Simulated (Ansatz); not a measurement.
Computed with Ansatz on PBE0-D4/def2-TZVP structures; ΔE is electronic, products minus reactants. CBS: MP2 limit from def2 TZ/QZ plus the TZ coupled-cluster correction, frozen cores. This one scheme is used for every species. For Ga outer-core shells are correlated without core-valence functions, which leaves a few kJ/mol of doubt a bond. Scalar relativity is left out up to krypton.

Reaction (formal exchange of groups at a Ga–N bond): `[NH2][GaH2]` + `C[SiH3]` → `[SiH3][CH2][GaH2]` + NH₃

`[NH2][GaH2]`:

Cartesian coordinates in Å:
```
N -0.813 -0.490 0.084
Ga 0.734 0.442 -0.076
H -1.728 -0.085 -0.016
H -0.859 -1.475 0.284
H 0.606 1.966 -0.389
H 2.060 -0.359 0.112
```

`C[SiH3]`:

Cartesian coordinates in Å:
```
C -0.865 -0.469 -0.077
Si 0.774 0.420 0.069
H -1.603 0.159 -0.581
H -1.256 -0.726 0.910
H -0.757 -1.392 -0.650
H 1.303 0.771 -1.277
H 1.779 -0.438 0.754
H 0.624 1.676 0.852
```

`[SiH3][CH2][GaH2]`:

```xyz
10

Si    0.207    1.071   -0.940
C    -0.650    0.157    0.445
Ga    0.231   -1.542    0.900
H    -0.471    2.355   -1.271
H     0.238    0.237   -2.173
H     1.616    1.378   -0.568
H    -1.681   -0.040    0.137
H    -0.664    0.806    1.325
H     1.364   -1.564    1.988
H    -0.191   -2.860    0.157
```

NH₃:

Z-matrix (Å, degrees):
```
N
H 1 1.013
H 1 1.013 2 107.1
H 1 1.013 2 107.1 3 -114.5
```

| species | HF/CBS(def2) energy (Eh) |
| --- | --- |
| `[NH2][GaH2]` | -1980.10778 |
| `C[SiH3]` | -330.33431 |
| `[SiH3][CH2][GaH2]` | -2254.19314 |
| NH₃ | -56.22485 |

Question: Work out ΔE.

Answer: ΔE = (-2254.19314) + (-56.22485) − (-1980.10778) − (-330.33431) = 0.02410 Eh = +0.66 eV. CCSD(T)/CBS gives +0.55 eV.

Largest T1 diagnostic among the species: 0.014.

The D4 term adds −0.06 eV with B3LYP and −0.03 eV with PBE0; it sums over pairs of atoms, weighted by their polarisabilities, and B3LYP, whose exchange is more repulsive, gets the larger term. In def2-TZVPP, CCSD(T) changes the Hartree–Fock value by −0.09 eV (the triples alone add −0.01 eV) and MP2 by −0.09 eV.

B3LYP here is the variant with VWN-RPA as its local correlation; programs differ in this.
